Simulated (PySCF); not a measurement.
A PySCF script (with the pyscf-properties extension) for the NMR shieldings of SMILES F[Si@H](OC)C/C=C/F, C4H8F2OSi, on a GFN2-xTB geometry:

```python
import basis_set_exchange as bse
import numpy as np
from pyscf import gto, dft
from pyscf.prop import nmr

atoms = """
C    -3.220825    0.051703   -0.011641
O    -1.901464   -0.194212    0.397002
Si   -0.510252    0.305698   -0.236955
F    -0.507684    1.921916   -0.284829
C     0.801568   -0.283996    0.999075
C     2.145722    0.211925    0.608290
C     3.115803   -0.566623    0.170615
F     4.313168   -0.070958   -0.204304
H    -3.381596    1.117721   -0.177741
H    -3.884325   -0.299679    0.778117
H    -3.436923   -0.488886   -0.934757
H    -0.286446   -0.060899   -1.625311
H     0.552641    0.099082    1.990188
H     0.808480   -1.370947    1.057670
H     2.309498    1.277767    0.666995
H     3.075036   -1.640667    0.063658
"""
names = dict.fromkeys(["C", "O", "Si", "F", "H"], "pcSseg-1")
basis = {el: gto.basis.parse(bse.get_basis(n, elements=[el], fmt="nwchem")) for el, n in names.items()}
mol = gto.M(atom=atoms, basis=basis, charge=0, verbose=0)
mf = dft.RKS(mol, xc="PBE0")
mf.grids.level = 2
mf.grids.alignment = dft.numint.BLKSIZE   # the property module wants whole blocks of grid points
mf.conv_tol = 1e-9
mf.kernel()

calc = nmr.RKS(mf)   # GIAO
C = mf.mo_coeff
Co = C[:, mf.mo_occ > 0]
resp = mf.gen_response(singlet=True, hermi=2)
def vind(x):   # induced exchange potential for any number of trial vectors
    d = np.einsum("pi,xij,qj->xpq", C, 2 * x.reshape(-1, C.shape[1], Co.shape[1]), Co, optimize=True)
    return np.einsum("xpq,pi,qj->xij", resp(d - d.transpose(0, 2, 1)), C, Co, optimize=True).ravel()
mo1, _ = nmr.rhf.solve_mo1(calc, with_cphf=vind)
sigma = calc.kernel(mo1)
for i, s in enumerate(sigma):   # ppm
    w = np.linalg.eigvalsh((s + s.T) / 2)
    print("%2d %-2s iso %8.1f  s11 %8.1f  s22 %8.1f  s33 %8.1f" % (i, mol.atom_pure_symbol(i), w.mean(), *w))
```

Problem. Give the expected output.

Solution. 
```
 0 C  iso    133.9  s11    105.7  s22    110.1  s33    185.8
 1 O  iso    296.8  s11    227.2  s22    320.8  s33    342.4
 2 Si iso    365.7  s11    346.1  s22    355.2  s33    395.8
 3 F  iso    340.6  s11    284.9  s22    356.3  s33    380.7
 4 C  iso    169.3  s11    153.2  s22    172.3  s33    182.4
 5 C  iso     75.9  s11    -27.0  s22     95.2  s33    159.6
 6 C  iso     28.5  s11    -66.3  s22     70.5  s33     81.3
 7 F  iso    293.4  s11    201.9  s22    302.0  s33    376.4
 8 H  iso     27.6  s11     22.8  s22     26.0  s33     34.1
 9 H  iso     27.7  s11     23.3  s22     25.4  s33     34.3
10 H  iso     27.8  s11     23.5  s22     25.6  s33     34.4
11 H  iso     27.0  s11     24.2  s22     24.6  s33     32.1
12 H  iso     29.9  s11     25.2  s22     29.1  s33     35.5
13 H  iso     30.4  s11     26.0  s22     30.6  s33     34.6
14 H  iso     26.1  s11     23.5  s22     25.3  s33     29.4
15 H  iso     25.0  s11     22.3  s22     24.0  s33     28.6
```

These numbers come from an equivalent density-fitted implementation of the same equations, which agrees with the script to about 0.01 ppm for H and up to a few tenths of a ppm for heavy atoms, so last digits may differ.

Problem. Turn these shieldings into chemical shifts. δ = σ(ref) − σ, references computed at the same level: ¹³C (σ = 186.93 ppm), ²⁹Si (σ = 349.16 ppm), ¹H (σ = 31.72 ppm) against TMS; ¹⁷O (σ = 336.08 ppm) vs H2O; CFCl3 for ¹⁹F (σ = 170.95 ppm).

Solution. Averaging equivalent atoms: C 6: 158.4; C 5: 111.0; C 0: 53.1; C 4: 17.6; O 1: 39.3; Si 2: -16.5; F 7: -122.5; F 3: -169.7; H 15: 6.74; H 14: 5.61; H 11: 4.76; H 8/9/10: 4.00; H 12: 1.78; H 13: 1.34 ppm. Unscaled 19F shifts against computed CFCl3 carry errors that often reach 10 to 50 ppm. Experimental scales use liquid or dissolved standards, which lie at an offset from isolated H2O (liquid H2O: subtract about 36 ppm).

Size and cost of the density-fitted run: 183 basis functions, 33 s wall time on 1 thread of an Arm Neoverse V2, shared host; peak memory 0.82 GiB.
